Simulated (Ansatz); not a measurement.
`BO[SiH2]C` + `[AsH3]` → `C[SiH2][AsH2]` + `BO` at 500 K and 1 bar (ligand exchange at the Si–O bond).

Isolated molecules relaxed with PBE0-D4/def2-TZVP in Ansatz; ΔE leaves out vibrations. CBS: MP2 limit from def2 TZ/QZ plus the TZ coupled-cluster correction, frozen cores. This one scheme is used for every species. For As outer-core shells are correlated without core-valence functions, which leaves a few kJ/mol of doubt a bond. Scalar relativity is left out up to krypton. One conformer a species, not always the lowest.

```csv
species,CCSD(T)/CBS energy (Eh),H − E (kJ/mol),S (J/(mol·K))
`BO[SiH2]C`,-431.39483,253.9,393.2
`[AsH3]`,-2236.79077,76.6,245.1
`C[SiH2][AsH2]`,-2566.35921,225.3,392.0
`BO`,-101.80414,113.6,256.0
```

H − E and S are ideal-gas, rigid-rotor, harmonic terms from PBE0-D4/def2-TZVP, for one conformer and one mirror image of each species. 1 Eh = 2625.50 kJ/mol, R = 8.31446 J/(mol·K).

Question: By hand: ΔE, ΔH, ΔS and ΔG.

Answer: ΔE = (-2566.35921) + (-101.80414) − (-431.39483) − (-2236.79077) = 0.02225 Eh = 58.4 kJ/mol. Δ(H − E) = 225.3 + 113.6 − 253.9 − 76.6 = 8.4, so ΔH = 66.8 kJ/mol. ΔS = 392.0 + 256.0 − 393.2 − 245.1 = 9.7 J/(mol·K). ΔG = 66.8 − 500 × (9.7)/1000 = 61.9 kJ/mol.

Question: By hand: the equilibrium constant, and the temperature at which ΔG would vanish if ΔH and ΔS stayed fixed.

Answer: log₁₀ K = −ΔG/(RT ln 10) = -6.5. ΔG = 0 at ΔH/ΔS = 6887 K, far beyond where these terms or the molecules hold.

The number of gas molecules stays the same, so ΔS is small and ΔH decides. A doubt of 5 kJ/mol in ΔE shifts log₁₀ K by 0.5 here. Other conformers and mirror images would add mixing entropy, several J/(mol·K) or more a flexible species. Modes under 60 cm⁻¹, often nearly free rotors, make the harmonic entropy too high. These are equilibria of isolated gas molecules and say nothing of rates. Largest T1 diagnostic: 0.014 (customary marks: 0.02 for closed shells, 0.045 for open ones).
